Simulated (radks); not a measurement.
Results of a calculation; reference values are marked as such.
Isoelectronic series with 15 electrons, each ion in its NIST ground configuration. Code: a radial shooting solver on a logarithmic mesh with Libxc functionals. Model: Dirac Kohn-Sham, PBE, spin-unpolarised, spherical densities, finite nucleus; open shells fill j = l - 1/2 first; Fermi nuclear charge, rms radius of each element as measured or else 0.836 A^(1/3) + 0.57 fm. Total energies (hartree) and mean radii <r> (bohr):

ion,configuration,E (hartree),3p3/2,3p1/2
P,[Ne] 3s2 3p3,-341.90447,2.377,2.368
S+,[Ne] 3s2 3p3,-398.61764,1.898,1.891
Cl2+,[Ne] 3s2 3p3,-459.99517,1.605,1.599
K4+,[Ne] 3s2 3p3,-596.73070,1.244,1.238
Ca5+,[Ne] 3s2 3p3,-672.09615,1.122,1.117
Sc6+,[Ne] 3s2 3p3,-752.13654,1.023,1.018
Ti7+,[Ne] 3s2 3p3,-836.86170,0.9414,0.9364
V8+,[Ne] 3s2 3p3,-926.28283,0.8722,0.8671
Cr9+,[Ne] 3s2 3p3,-1020.41227,0.8128,0.8077
Mn10+,[Ne] 3s2 3p3,-1119.26351,0.7612,0.7560
Fe11+,[Ne] 3s2 3p3,-1222.85112,0.7159,0.7107
Co12+,[Ne] 3s2 3p3,-1331.19047,0.6758,0.6706
Ni13+,[Ne] 3s2 3p3,-1444.29818,0.6401,0.6348
Cu14+,[Ne] 3s2 3p3,-1562.19099,0.6080,0.6026
Zn15+,[Ne] 3s2 3p3,-1684.88766,0.5790,0.5735
Ga16+,[Ne] 3s2 3p3,-1812.40700,0.5527,0.5471
Ge17+,[Ne] 3s2 3p3,-1944.76908,0.5287,0.5230
As18+,[Ne] 3s2 3p3,-2081.99525,0.5067,0.5009
Se19+,[Ne] 3s2 3p3,-2224.10695,0.4865,0.4806
Br20+,[Ne] 3s2 3p3,-2371.12733,0.4678,0.4618
Kr21+,[Ne] 3s2 3p3,-2523.08001,0.4505,0.4444
Rb22+,[Ne] 3s2 3p3,-2679.98994,0.4345,0.4282

Estimate the row of Ar3+ ([Ne] 3s2 3p3).

Answer. E (hartree) -526.03223; 3p3/2 1.399; 3p1/2 1.393.
